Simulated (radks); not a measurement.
Dipole-allowed excitations along the series with 28 electrons in [Ar] 3d10. Calculated with a radial shooting solver on a logarithmic mesh with Libxc functionals: scalar-relativistic Kohn-Sham, PBE, spin-unpolarised, spherical densities, finite nucleus; Fermi nuclear charge, rms radius of each element as measured or else 0.836 A^(1/3) + 0.57 fm. Time-dependent linear response with the Hartree and adiabatic LDA kernel, continuum included through the Sternheimer equations, no spin-orbit coupling, so fine structure and intercombination lines are absent. Lines are the poles of the dipole polarisability below minus the highest occupied eigenvalue, found on a grid refined at the orbital gaps; the lowest seven at most are given, and weak or close lines can be missed. The first line takes the name of the lowest orbital gap if no other gap lies below it; otherwise a line is named after a gap within 0.6 % of it, if that gap stands alone.

| species | -e(HOMO) (eV) | lowest orbital gap (eV) | first line (eV) | f | strongest line (eV) | its f | static alpha (bohr^3) |
|---|---|---|---|---|---|---|---|
| Ge4+ | 78.036 | 3d-4p 37.103 | 37.924 (3d-4p) | 0.545 | the first | 0.545 | 0.8781 |
| As5+ | 107.23 | 3d-4p 50.511 | 51.453 (3d-4p) | 0.556 | 84.017 (3d-4f) | 0.618 | 0.5668 |
| Se6+ | 139.89 | 3d-4p 65.422 | 66.488 (3d-4p) | 0.559 | 106.55 (3d-4f) | 0.883 | 0.3916 |
| Br7+ | 175.92 | 3d-4p 81.780 | 82.973 (3d-4p) | 0.556 | 130.68 (unassigned) | 1.17 | 0.2840 |
| Kr8+ | 215.24 | 3d-4p 99.550 | 100.87 (3d-4p) | 0.550 | 156.35 (unassigned) | 1.50 | 0.2135 |
| Rb9+ | 257.80 | 3d-4p 118.71 | 120.11 (3d-4p) | 0.542 | 183.39 (unassigned) | 1.58 | 0.1651 |
